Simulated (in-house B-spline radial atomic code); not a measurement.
Radial electron density of V⁷⁺, [Ne] 3s1 3p4 4d1. Method: Dirac-Hartree-Fock, average of configuration, Fermi nucleus of rms radius 3.6002 fm. Calculated with a B-spline radial code for spherical atoms.

Columns: r (bohr), 4πr²n(r) (electrons per bohr), bar.

```
 0.00277   0.7535 #
 0.00336    1.073 ##
 0.00407    1.516 ##
 0.00494    2.134 ###
 0.00599    2.974 #####
 0.00726    4.098 ######
 0.00881     5.59 ########
  0.0107     7.52 ###########
   0.013    9.937 ###############
  0.0157    12.74 ###################
  0.0191    16.06 ########################
  0.0231    19.48 ##############################
   0.028    22.82 ###################################
   0.034    25.58 #######################################
  0.0412    27.19 #########################################
    0.05     27.3 #########################################
  0.0607    25.87 #######################################
  0.0736    23.49 ####################################
  0.0892    21.32 ################################
   0.108    20.71 ###############################
   0.131     22.4 ##################################
   0.159    25.81 #######################################
   0.193    28.86 ############################################
   0.234    28.99 ############################################
   0.284    24.92 ######################################
   0.344    18.01 ###########################
   0.418    11.28 #################
   0.507    7.667 ############
   0.615    7.189 ###########
   0.745    7.527 ###########
   0.904    6.541 ##########
     1.1    4.176 ######
    1.33    2.034 ###
    1.61   0.9668 #
    1.96   0.7027 #
    2.37   0.5661 #
    2.88   0.3142 
    3.49    0.105 
    4.23  0.01913 
    5.13 0.001689 
    6.23 6.153e-05 
    7.55 8.349e-07
```

On this grid the curve has 3 maxima, near 0.05, 0.234, 0.745 bohr.

The 3p3/2 radial function P(r) = rR(r), positive near the nucleus, with its small component Q(r) (sign convention: Q ≈ (P' + κP/r)/2c):

```json
{"r (bohr)": "0.00277", "P": "0.001175", "Q": "-4.934e-05"}
{"r (bohr)": "0.00407", "P": "0.002494", "Q": "-0.0001046"}
{"r (bohr)": "0.00599", "P": "0.005269", "Q": "-0.0002207"}
{"r (bohr)": "0.00881", "P": "0.01101", "Q": "-0.0004603"}
{"r (bohr)": "0.013", "P": "0.02278", "Q": "-0.0009505"}
{"r (bohr)": "0.0191", "P": "0.04575", "Q": "-0.001902"}
{"r (bohr)": "0.028", "P": "0.08865", "Q": "-0.003669"}
{"r (bohr)": "0.0412", "P": "0.1649", "Q": "-0.006791"}
{"r (bohr)": "0.0607", "P": "0.2867", "Q": "-0.01177"}
{"r (bohr)": "0.0892", "P": "0.448", "Q": "-0.01852"}
{"r (bohr)": "0.131", "P": "0.5967", "Q": "-0.02549"}
{"r (bohr)": "0.193", "P": "0.6023", "Q": "-0.02894"}
{"r (bohr)": "0.284", "P": "0.2918", "Q": "-0.02423"}
{"r (bohr)": "0.418", "P": "-0.3648", "Q": "-0.01058"}
{"r (bohr)": "0.615", "P": "-1.024", "Q": "0.005095"}
{"r (bohr)": "0.904", "P": "-1.127", "Q": "0.01187"}
{"r (bohr)": "1.33", "P": "-0.6309", "Q": "0.007721"}
{"r (bohr)": "1.96", "P": "-0.155", "Q": "0.001994"}
{"r (bohr)": "2.88", "P": "-0.0127", "Q": "0.0001653"}
```
